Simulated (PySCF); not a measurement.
## Calculated data, B2FH5Si, B2ClH2N, AlCl2F, CH3FOSi and others

Computed with PySCF 2.14.0. Calculation on a computer-drawn molecule: optimised geometry and harmonic frequencies of an isolated molecule of the commonest isotopes, restricted reference for singlets and unrestricted otherwise, frozen core in MP2.

Common to all runs: charge 0; multiplicity 1; basis cc-pV(D+d)Z.

```json
{"entry": 1, "formula": "B2FH5Si", "start_structure": {"atoms_angstrom": [["B", -1.6209, 0.6092, -0.0652], ["Si", -0.1398, -0.4365, -0.8972], ["B", -0.9239, -1.8646, -1.9177], ["F", -1.4825, -1.6687, -3.069], ["H", -2.0064, 0.2366, 0.9488], ["H", -2.1385, 1.5231, -0.6322], ["H", 0.8817, -0.8914, 0.0955], ["H", 0.7091, 0.4037, -1.8773], ["H", -1.0083, -2.9667, -1.5715]]}, "given": {"method": "HF", "drawn_bonds_atom": [1, 2, 3, 1, 1, 2, 2, 3], "drawn_bonds_other_atom": [2, 3, 4, 5, 6, 7, 8, 9], "drawn_bonds_order": [1, 1, 1, 1, 1, 1, 1, 1]}, "results": {"optimised_atom_element": ["B", "Si", "B", "F", "H", "H", "H", "H", "H"], "optimised_atom_x [angstrom]": [-1.608, -0.1144, -0.9259, -1.222, -2.161, -1.981, 0.8553, 0.6163, -1.189], "optimised_atom_y [angstrom]": [0.6451, -0.3475, -1.97, -1.9, 0.1238, 1.736, -0.8555, 0.5197, -3.007], "optimised_atom_z [angstrom]": [-0.01412, -0.9933, -1.956, -3.252, 0.9151, -0.3416, 0.01592, -1.952, -1.408], "modes_frequency [cm^-1]": [25.85, 73.4, 161.6, 257.5, 457.6, 551.2, 637.7, 671.9, 716.6, 830.2, 893.2, 977.8, 1024, 1159, 1261, 1322, 2270, 2293, 2675, 2702, 2757], "modes_reduced_mass [dalton]": [3.197, 1.086, 2.478, 3.622, 1.146, 1.894, 4.412, 1.127, 2.012, 1.217, 1.542, 1.351, 1.064, 1.436, 1.154, 4.152, 1.042, 1.038, 1.054, 1.091, 1.125], "rotational_constants [GHz]": [11.19, 2.764, 2.514], "total_energy [hartree]": -440.6558, "convergence_status_largest_gradient_component [hartree/bohr]": 8.185e-06}}
{"entry": 2, "formula": "B2ClH2N", "start_structure": {"atoms_angstrom": [["B", -1.1996, -0.5173, -0.7742], ["N", -1.0044, 0.3778, 0.0906], ["B", -0.6587, 1.3183, 1.0104], ["Cl", -1.33, 1.1812, 2.5936], ["H", -1.5339, -1.3108, -1.5356], ["H", 0.059, 2.1877, 0.792]]}, "given": {"method": "HF", "drawn_bonds_atom": [1, 2, 3, 1, 3], "drawn_bonds_other_atom": [2, 3, 4, 5, 6], "drawn_bonds_order": [2, 1, 1, 1, 1]}, "results": {"optimised_atom_element": ["B", "N", "B", "Cl", "H", "H"], "optimised_atom_x [angstrom]": [-1.253, -0.9802, -0.6577, -1.336, -1.511, 0.07089], "optimised_atom_y [angstrom]": [-0.5228, 0.3333, 1.307, 1.228, -1.329, 2.221], "optimised_atom_z [angstrom]": [-0.7835, 0.07422, 1.023, 2.668, -1.591, 0.7869], "modes_frequency [cm^-1]": [149.3, 194.4, 425.6, 795.8, 812.7, 839.4, 900.8, 1081, 1248, 2031, 2773, 3002], "modes_reduced_mass [dalton]": [4.166, 3.131, 9.76, 5.918, 1.337, 1.349, 1.599, 1.766, 2.152, 5.474, 1.095, 1.196], "rotational_constants [GHz]": [34.79, 2.915, 2.69], "total_energy [hartree]": -564.5821, "convergence_status_largest_gradient_component [hartree/bohr]": 4.075e-05}}
{"entry": 3, "formula": "AlCl2F", "start_structure": {"atoms_angstrom": [["F", 0.9036, -1.5761, -0.7654], ["Al", -0.5146, -2.5648, -0.5743], ["Cl", -1.2168, -3.4956, -2.2502], ["Cl", -1.2313, -2.6311, 1.2401]]}, "given": {"method": "HF", "drawn_bonds_atom": [1, 2, 2], "drawn_bonds_other_atom": [2, 3, 4], "drawn_bonds_order": [1, 1, 1]}, "results": {"optimised_atom_element": ["F", "Al", "Cl", "Cl"], "optimised_atom_x [angstrom]": [0.8977, -0.4377, -1.229, -1.29], "optimised_atom_y [angstrom]": [-1.589, -2.514, -3.503, -2.662], "optimised_atom_z [angstrom]": [-0.7964, -0.5989, -2.241, 1.287], "modes_frequency [cm^-1]": [160.6, 215.8, 248.8, 446.9, 648.4, 904.3], "modes_reduced_mass [dalton]": [29.9, 22.73, 25.97, 29.47, 29.03, 22.22], "rotational_constants [GHz]": [4.66, 2.197, 1.493], "total_energy [hartree]": -1260.6014, "convergence_status_largest_gradient_component [hartree/bohr]": 1.69e-05}}
{"entry": 4, "formula": "CH3FOSi", "start_structure": {"atoms_angstrom": [["O", -1.8879, -0.2026, 0.0061], ["C", -0.8986, -0.8702, 0.6577], ["Si", 0.1998, -2.024, -0.1554], ["F", -0.3005, -2.6005, -1.5023], ["H", -2.2559, -0.6154, -0.737], ["H", -0.6885, -0.3138, 1.6148], ["H", 1.1503, -2.9234, 0.4509]]}, "given": {"method": "HF", "drawn_bonds_atom": [1, 2, 3, 1, 2, 3], "drawn_bonds_other_atom": [2, 3, 4, 5, 6, 7], "drawn_bonds_order": [1, 2, 1, 1, 1, 1]}, "results": {"optimised_atom_element": ["O", "C", "Si", "F", "H", "H", "H"], "optimised_atom_x [angstrom]": [-1.978, -0.8935, 0.04545, -0.2227, -2.243, -0.5783, 1.189], "optimised_atom_y [angstrom]": [-0.1586, -0.8568, -2.098, -2.75, -0.4526, -0.5296, -2.704], "optimised_atom_z [angstrom]": [0.1173, 0.5483, -0.1143, -1.561, -0.7415, 1.534, 0.5514], "modes_frequency [cm^-1]": [136.6, 150.5, 314.7, 492.2, 522.7, 772.8, 818.2, 851.1, 1007, 1251, 1386, 1573, 2460, 3321, 4153], "modes_reduced_mass [dalton]": [2.21, 7.659, 1.288, 1.363, 6.038, 2.688, 1.248, 1.748, 4.543, 1.377, 1.928, 1.702, 1.044, 1.085, 1.067], "rotational_constants [GHz]": [15.0, 3.597, 2.901], "total_energy [hartree]": -502.8277, "convergence_status_largest_gradient_component [hartree/bohr]": 3.364e-05}}
{"entry": 5, "formula": "AlBClH2N", "start_structure": {"atoms_angstrom": [["N", -3.5431, 0.9723, -1.4015], ["Al", -2.018, 0.3714, -1.0754], ["B", -0.0213, -0.57, -0.6205], ["Cl", 0.1505, -1.5775, 0.7609], ["H", -4.2366, 0.7605, -0.7416], ["H", 0.8932, -0.3646, -1.3038]]}, "given": {"method": "HF", "drawn_bonds_atom": [1, 2, 3, 1, 3], "drawn_bonds_other_atom": [2, 3, 4, 5, 6], "drawn_bonds_order": [2, 1, 1, 1, 1]}, "results": {"optimised_atom_element": ["N", "Al", "B", "Cl", "H", "H"], "optimised_atom_x [angstrom]": [-3.498, -2.027, -0.03711, 0.3462, -4.419, 0.8606], "optimised_atom_y [angstrom]": [0.7685, 0.1884, -0.5615, -1.607, 1.116, -0.3126], "optimised_atom_z [angstrom]": [-1.079, -0.8646, -0.6206, 0.7379, -1.19, -1.365], "modes_frequency [cm^-1]": [94.57, 142.0, 228.0, 495.4, 530.2, 549.9, 720.8, 869.2, 1098, 1249, 2764, 3999], "modes_reduced_mass [dalton]": [8.32, 5.676, 18.46, 1.558, 1.128, 2.335, 1.467, 4.71, 1.281, 8.803, 1.092, 1.087], "rotational_constants [GHz]": [28.48, 1.555, 1.475], "total_energy [hartree]": -781.6938, "convergence_status_largest_gradient_component [hartree/bohr]": 1.64e-05}}
{"entry": 6, "formula": "CH6N2Si", "start_structure": {"atoms_angstrom": [["N", 1.7165, 1.1467, -1.047], ["C", 0.6869, 0.2372, -0.7667], ["Si", 0.4795, -0.8596, 0.5925], ["N", 1.3799, -0.6703, 2.0927], ["H", 1.9384, 1.6434, -0.104], ["H", 1.4289, 1.9206, -1.6837], ["H", 0.1743, -0.0441, -1.6794], ["H", -0.5376, -1.7273, 0.8684], ["H", 2.2736, -0.2709, 2.0955], ["H", 0.9308, -0.5566, 2.9573]]}, "given": {"method": "HF", "drawn_bonds_atom": [1, 2, 3, 1, 1, 2, 3, 4, 4], "drawn_bonds_other_atom": [2, 3, 4, 5, 6, 7, 8, 9, 10], "drawn_bonds_order": [1, 2, 1, 1, 1, 1, 1, 1, 1]}, "results": {"optimised_atom_element": ["N", "C", "Si", "N", "H", "H", "H", "H", "H", "H"], "optimised_atom_x [angstrom]": [1.631, 0.7541, 0.4931, 1.425, 2.099, 1.183, 0.1386, -0.3413, 2.13, 0.9584], "optimised_atom_y [angstrom]": [1.239, 0.1854, -0.6826, -0.3944, 1.594, 1.999, -0.1145, -1.89, -1.059, -0.05735], "optimised_atom_z [angstrom]": [-1.075, -0.7798, 0.6715, 2.09, -0.2628, -1.556, -1.624, 0.5974, 2.353, 2.912], "modes_frequency [cm^-1]": [144.0, 197.0, 227.9, 335.7, 443.9, 461.8, 515.0, 778.7, 815.0, 842.3, 867.5, 937.7, 996.8, 1204, 1311, 1549, 1701, 1787, 2369, 3300, 3732, 3763, 3831, 3849], "modes_reduced_mass [dalton]": [3.473, 1.169, 2.007, 1.093, 1.346, 1.279, 3.501, 3.238, 1.395, 1.286, 1.353, 1.211, 2.606, 1.117, 2.443, 1.716, 1.101, 1.126, 1.042, 1.086, 1.051, 1.051, 1.095, 1.095], "rotational_constants [GHz]": [12.83, 3.625, 2.886], "total_energy [hartree]": -439.1542, "convergence_status_largest_gradient_component [hartree/bohr]": 2.139e-05}}
{"entry": 7, "formula": "BClH4N2", "start_structure": {"atoms_angstrom": [["N", -2.9717, -1.2047, -1.0402], ["B", -2.4081, -2.323, -0.3057], ["N", -1.6262, -2.2145, 0.8159], ["Cl", -2.5215, -3.8926, -1.1278], ["H", -3.5841, -1.2933, -1.7957], ["H", -2.9669, -0.241, -0.6225], ["H", -1.147, -3.0011, 1.2048], ["H", -1.4988, -1.4111, 1.3273]]}, "given": {"method": "HF", "drawn_bonds_atom": [1, 2, 2, 1, 1, 3, 3], "drawn_bonds_other_atom": [2, 3, 4, 5, 6, 7, 8], "drawn_bonds_order": [1, 1, 1, 1, 1, 1, 1]}, "results": {"optimised_atom_element": ["N", "B", "N", "Cl", "H", "H", "H", "H"], "optimised_atom_x [angstrom]": [-3.014, -2.376, -1.618, -2.542, -3.544, -2.976, -1.18, -1.473], "optimised_atom_y [angstrom]": [-1.204, -2.293, -2.216, -3.913, -1.301, -0.2752, -3.015, -1.365], "optimised_atom_z [angstrom]": [-0.9733, -0.3604, 0.8177, -1.146, -1.811, -0.6111, 1.222, 1.319], "modes_frequency [cm^-1]": [241.2, 312.2, 339.4, 371.5, 417.9, 559.1, 612.8, 638.2, 941.7, 992.4, 1302, 1484, 1740, 1740, 3831, 3835, 3944, 3945], "modes_reduced_mass [dalton]": [1.26, 1.162, 3.998, 2.764, 1.017, 1.488, 2.487, 4.562, 1.27, 1.945, 3.183, 3.309, 1.165, 1.348, 1.05, 1.051, 1.099, 1.099], "rotational_constants [GHz]": [9.056, 4.607, 3.054], "total_energy [hartree]": -595.5700, "convergence_status_largest_gradient_component [hartree/bohr]": 1.035e-05}}
{"entry": 8, "formula": "AlCl2F", "start_structure": {"atoms_angstrom": [["F", 0.8977, -1.5887, -0.7964], ["Al", -0.4377, -2.5135, -0.5989], ["Cl", -1.2294, -3.503, -2.2412], ["Cl", -1.2897, -2.6624, 1.2867]]}, "given": {"method": "MP2", "drawn_bonds_atom": [1, 2, 2], "drawn_bonds_other_atom": [2, 3, 4], "drawn_bonds_order": [1, 1, 1]}, "results": {"optimised_atom_element": ["F", "Al", "Cl", "Cl"], "optimised_atom_x [angstrom]": [0.9148, -0.4391, -1.237, -1.298], "optimised_atom_y [angstrom]": [-1.577, -2.514, -3.508, -2.668], "optimised_atom_z [angstrom]": [-0.7989, -0.5987, -2.24, 1.288], "modes_frequency [cm^-1]": [156.4, 206.6, 241.6, 440.0, 645.6, 874.4], "modes_reduced_mass [dalton]": [29.92, 22.77, 25.98, 29.29, 29.04, 22.31], "rotational_constants [GHz]": [4.557, 2.197, 1.482], "total_energy [hartree]": -1261.1171, "convergence_status_largest_gradient_component [hartree/bohr]": 3.165e-05}}
```
